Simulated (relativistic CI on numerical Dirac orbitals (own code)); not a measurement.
**Line list: Forbidden lines, Xe39+**

Method of calculation: Dirac-Coulomb-Breit CI, orbitals from a KLI potential per configuration, model QED (radiative potential, 1s self-energy scaled to tabulated hydrogen-like ionisation energies), unscaled Slater integrals (own radial code, finite nucleus).

Configurations in the expansion (outside the closed core [Ne]): 3s2.3p3, 3s.3p4, 3s2.3p2.3d, 3p5, 3s.3p3.3d, 3p4.3d, 3s.3p2.3d2, 3s2.3p.3d.4p, 3p4.4s, 3s.3p2.3d.4s, 3p4.4p, 3s2.3p2.4s, 3s2.3p2.4p, 3p3.3d.4p, 3s2.3p2.4d, 3s.3p3.4s, 3s2.3p2.4f, 3s.3p3.4p, 3s.3p3.4d, 3s.3p3.4f, 3s2.3p2.5s, 3s2.3p2.5p, 3s2.3p.4s.4p, 3s2.3p2.5d, 3s2.3p2.5f, 3s2.3p2.5g, 3s.3p2.4s2, 3s.3p3.5s, 3s2.3p.3d2, 3s2.3d3, 3s.3p.3d3, 3s2.3d2.4s, 3s2.3d2.4p, 3s2.3d2.4d, 3p3.3d2, 3p2.3d3, 3p2.3d2.4s, 3p2.3d2.4p, 3p2.3d2.4d, 3s2.3p.3d.4s, 3s.3p.3d2.4s, 3s2.3d.4s2, 3s2.3d.4s.4p, 3s2.3d.4s.4d, 3s.3p2.3d.4p, 3s.3p.3d2.4p, 3s.3p.3d.4s.4p, 3s.3p.3d.4p2, 3s.3p.3d.4p.4d, 3p3.3d.4s, 3p2.3d.4s2, 3p2.3d.4s.4p, 3p2.3d.4s.4d, 3s2.3p.4s2, 3s.3p.3d.4s2, 3s2.4s2.4p, 3s2.4s2.4d, 3s2.3p.4p2, 3s2.3d.4p2, 3s2.4s.4p2, 3s2.4p3, 3s2.4p2.4d, 3s.3p2.4s.4p, 3s.3p.4s2.4p, 3s.3p.4s.4p2, 3s.3p.4s.4p.4d. Double excitations out of closed p, d and f shells are left out; levels of such configurations are missing from the list, as are those of other unlisted configurations, and high levels can miss mixing partners. These lack a partner that the ground configuration has and come out too high: 3s2.3p2.4f, 3s.3p3.4d, 3s.3p3.4f, 3s2.3p2.5s, 3s2.3p2.5p.

| λ vac (nm) | Lower | Upper | Type | A (s⁻¹) | gf | Branching (%) |
| --- | --- | --- | --- | --- | --- | --- |
| 7.2707 | 3s2.3p3 2D°_5/2 [3] | 3s2.3p2.3d 2G_9/2 [18] | M2 | 2.08e+03 | 1.65e-08 | 3.7 |
| 13.105 | 3s2.3p2.3d 2G_7/2 [14] | 3s2.3p2.3d 4F_9/2 [33] | M1 | 1.64e+05 | 4.22e-06 | 3.6 |
| 13.685 | 3s2.3p3 4S°_3/2 [2] | 3s2.3p3 2P°_3/2 [6] | M1 | 5.93e+06 | 6.65e-05 | 71.3 |
| 13.851 | 3s2.3p3 2P°_3/2 [1] | 3s2.3p3 2P°_1/2 [4] | M1 | 2.95e+06 | 1.70e-05 | 99.1 |
| 14.716 | 3s2.3p2.3d 4D_7/2 [16] | 3s2.3p2.3d 4F_9/2 [33] | M1 | 1.58e+06 | 5.13e-05 | 34.6 |
| 15.066 | 3s2.3p3 2D°_5/2 [3] | 3s2.3p3 2P°_3/2 [6] | M1 | 1.35e+06 | 1.84e-05 | 16.2 |
| 15.304 | 3s.3p4 4P_5/2 [7] | 3s2.3p2.3d 2G_9/2 [18] | E2 | 5.10e+03 | 1.79e-07 | 9.2 |
| 15.647 | 3s2.3p3 2P°_3/2 [1] | 3s2.3p3 2D°_5/2 [3] | E2 | 1.88e+04 | 4.14e-07 | 2.6 |
| 15.647 | 3s2.3p3 2P°_3/2 [1] | 3s2.3p3 2D°_5/2 [3] | M1 | 6.92e+05 | 1.52e-05 | 97.1 |
| 16.424 | 3s2.3p2.3d 2G_9/2 [18] | 3s2.3p2.3d 4F_9/2 [33] | M1 | 1.83e+06 | 7.40e-05 | 40.0 |
| 17.215 | 3s2.3p3 2P°_1/2 [4] | 3s2.3p3 2P°_3/2 [6] | M1 | 9.56e+05 | 1.70e-05 | 11.5 |
| 17.479 | 3s2.3p3 2P°_3/2 [1] | 3s2.3p3 4S°_3/2 [2] | M1 | 3.80e+06 | 6.97e-05 | 99.9 |
| 19.631 | 3s.3p4 4P_5/2 [8] | 3s2.3p2.3d 2G_9/2 [18] | E2 | 1.81e+03 | 1.05e-07 | 3.3 |
| 20.842 | 3s2.3p2.3d 2F_7/2 [23] | 3s2.3p2.3d 4F_9/2 [33] | M1 | 9.57e+05 | 6.23e-05 | 21.0 |
| 64.843 | 3s2.3p2.3d 2G_7/2 [14] | 3s2.3p2.3d 2G_9/2 [18] | M1 | 4.48e+04 | 2.83e-05 | 80.8 |
| 141.51 | 3s2.3p2.3d 4D_7/2 [16] | 3s2.3p2.3d 2G_9/2 [18] | M1 | 1.64e+03 | 4.93e-06 | 3.0 |

Terms are leading LS components. Brackets give the number of a level in order of energy, since labels repeat. The list gives strong lines, with weight on those to low levels, among the lowest 400 of 7833 levels, so that lines to higher ones, which can be the strongest, are missing. Levels whose partners in the same complex of configurations lie outside the list can be far off, and so can their lines. Rates are taken at the computed energies, electric ones in the length gauge.

At this charge energies of transitions that change n are usually good to better than 1 %, and those within a shell (Δn = 0) to a few per cent.

From the table, what is the radiative lifetime of 3s2.3p2.3d 2G_9/2?

The listed rates from this level add up to about 5.55e+04 s⁻¹, 100 % of its decay; with all channels τ = 1.80e-05 s.

LS names give the leading component of a level, which can be under half, so a name can repeat, a term be missing and a line seem to break the LS rules.
